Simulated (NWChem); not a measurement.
System: CH$_{6}$OSSi; SMILES CO[SiH2]S

Here is an NWChem input.

```
start job
memory heap 200 mb stack 900 mb global 1100 mb
geometry units angstroms noautoz
  Si    -1.052117     0.010628     0.123454
  S      0.095536     1.799293     0.452101
  O     -0.207258    -1.380579     0.436892
  C      0.993258    -1.751968    -0.181908
  H     -2.173315     0.028645     1.092861
  H     -1.518794     0.028660    -1.296227
  H      0.574632     1.856981    -0.809147
  H      1.778474    -0.986891    -0.042669
  H      1.347075    -2.691113     0.269060
  H      0.864089    -1.922731    -1.267150
end
basis spherical
  Si library 6-31g*
  S library 6-31g*
  O library 6-31g*
  C library 6-31g*
  H library 6-31g*
end
dft
  xc mn15
  grid coarse
  iterations 150
  mulliken
end
task dft gradient
```

NWChem printed, in part:

```
             Northwest Computational Chemistry Package (NWChem) 7.3.0
             --------------------------------------------------------

 C1  symmetry detected

                             Geometry "geometry" -> ""
                             -------------------------

 Output coordinates in angstroms (scale by  1.889725989 to convert to a.u.)

  No.       Tag          Charge          X              Y              Z
 ---- ---------------- ---------- -------------- -------------- --------------
    1 Si                  14.0000    -0.88946637     0.03349066    -0.10280072
    2 S                   16.0000     0.44964466     1.70267967     0.10939826
    3 O                    8.0000    -0.23040627    -1.40588272     0.38845389
    4 C                    6.0000     0.94108618    -1.97449570    -0.12765328
    5 H                    1.0000    -2.03869866     0.27994220     0.80035281
    6 H                    1.0000    -1.29290808    -0.04121584    -1.53990212
    7 H                    1.0000     0.98275353     1.57477402    -1.12471782
    8 H                    1.0000     1.80589533    -1.29448478    -0.02284507
    9 H                    1.0000     1.16154077    -2.89662990     0.43057626
   10 H                    1.0000     0.83636482    -2.24009372    -1.19633750

 Effective nuclear repulsion energy (a.u.)     222.9494898222

                                 NWChem DFT Module
                                 -----------------

 Summary of "ao basis" -> "ao basis" (spherical)
 ------------------------------------------------------------------------------
       Tag                 Description            Shells   Functions and Types
 ---------------- ------------------------------  ------  ---------------------
 Si                          6-31g*                  8       18   4s3p1d
 S                           6-31g*                  8       18   4s3p1d
 O                           6-31g*                  6       14   3s2p1d
 C                           6-31g*                  6       14   3s2p1d
 H                           6-31g*                  2        2   2s

            General Information
            -------------------
          SCF calculation type: DFT
          Wavefunction type:  closed shell.
          No. of atoms     :    10
          No. of electrons :    50
           Alpha electrons :    25
            Beta electrons :    25
          Charge           :     0
          Spin multiplicity:     1
          Use of symmetry is: off; symmetry adaption is: off
          Maximum number of iterations: 150
          AO basis - number of functions:    76
                     number of shells:    40
          Convergence on energy requested:  1.00D-06
          Convergence on density requested:  1.00D-05
          Convergence on gradient requested:  5.00D-04

              XC Information
              --------------
                         MN15 Method XC Functional
                     Hartree-Fock (Exact) Exchange  0.440
                          MN15 Exchange Functional  1.000
                        MN15 Correlation Potential  1.000

             Grid Information
             ----------------
          Grid used for XC integration:  coarse
          Radial quadrature: Mura-Knowles
          Angular quadrature: Lebedev.
          Tag              B.-S. Rad. Rad. Pts. Rad. Cut. Ang. Pts.
          ---              ---------- --------- --------- ---------
          Si                  1.10       70           9.0       302
          S                   1.00       70          11.0       302
          O                   0.60       35           9.0       302
          C                   0.70       35          10.0       302
          H                   0.35       35          12.0       302
          Grid pruning is: on
          Number of quadrature shells:   420
          Spatial weights used:  Erf1

      Superposition of Atomic Density Guess
      -------------------------------------

 Sum of atomic energies:        -801.67699009

      Non-variational initial energy
      ------------------------------

 Total energy =    -803.278305
 1-e energy   =   -1550.264235
 2-e energy   =     524.036441
 HOMO         =      -0.331077
 LUMO         =       0.069524

     ---------------------------------------------
      Total Density - Mulliken Population Analysis
     ---------------------------------------------

    Atom       Charge   Shell Charges
 -----------   ------   -------------------------------------------------------
    1 Si  14    13.11   2.00  2.00  5.97  0.91  1.42  0.27  0.36  0.19
    2 S   16    16.55   2.00  2.00  5.98  1.32  3.15  0.55  1.53  0.03
    3 O    8     8.84   2.00  0.93  3.10  0.89  1.91  0.02
    4 C    6     6.22   2.00  0.69  1.83  0.63  1.01  0.06
    5 H    1     1.06   0.47  0.59
    6 H    1     1.06   0.47  0.59
    7 H    1     0.73   0.39  0.34
    8 H    1     0.81   0.48  0.33
    9 H    1     0.80   0.48  0.32
   10 H    1     0.81   0.48  0.33

[...]

                         DFT ENERGY GRADIENTS

    atom               coordinates                        gradient
                 x          y          z           x          y          z
   1 Si     -1.680848   0.063288  -0.194265   -0.000791   0.003862  -0.002631
   2 S       0.849705   3.217598   0.206733    0.002980   0.005954   0.005311
   3 O      -0.435405  -2.656733   0.734071    0.009527  -0.010024  -0.000170
   4 C       1.778395  -3.731256  -0.241230   -0.009473   0.004774   0.004513
   5 H      -3.852582   0.529014   1.512448   -0.005347   0.001035   0.004587
   6 H      -2.443242  -0.077887  -2.909993   -0.002328  -0.000680  -0.006473
   7 H       1.857135   2.975891  -2.125408    0.000412  -0.001250  -0.003265
   8 H       3.412647  -2.446222  -0.043171    0.003307   0.001666  -0.000061
   9 H       2.194994  -5.473837   0.813671    0.001104  -0.003689   0.001905
  10 H       1.580500  -4.233163  -2.260750    0.000608  -0.001648  -0.003716
```

Level: MN15/6-31G* (spherical d). Geometry: optimised at PBE0/def2-SVP.
